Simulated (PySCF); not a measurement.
# How methods differ on the ionisation energy of As

As [Ar] 3d10 4s2 4p3 (4S) → As⁺ [Ar] 3d10 4s2 4p2 (3P), as a difference of total energies. Computed with PySCF 2.14 in x2c-TZVPPall, with scalar relativity by spin-free X2C-1e. Correlated levels: valence: [Ar] 3d10 frozen; valence and next inner shell: [Ne] frozen. The calculations carry no spin-orbit coupling.

```tsv
method	ionisation energy (eV)
UHF	9.436
LDA	10.044
PBE	9.898
r2SCAN	10.113
BHandHLYP	9.747
M06-2X	9.743
r2SCANh	10.113
ROHF	9.520
MP2 (valence)	9.909
SCS-MP2 (valence)	9.763
MP2 (valence and next inner shell)	9.991
SCS-MP2 (valence and next inner shell)	9.818
```

**Question.** Estimate what PBE0 gives.

**Answer.** 9.961 eV, closest to MP2 (valence and next inner shell) among the rows shown.

**Question.** Estimate what LC-wPBE gives.

**Answer.** 10.003 eV, closest to MP2 (valence and next inner shell) among the rows shown.

Errors of the correlated levels include the incompleteness of this basis and the frozen core.

For comparison: 10.008 eV (measured; NIST levels, between the centres of gravity of the two terms).
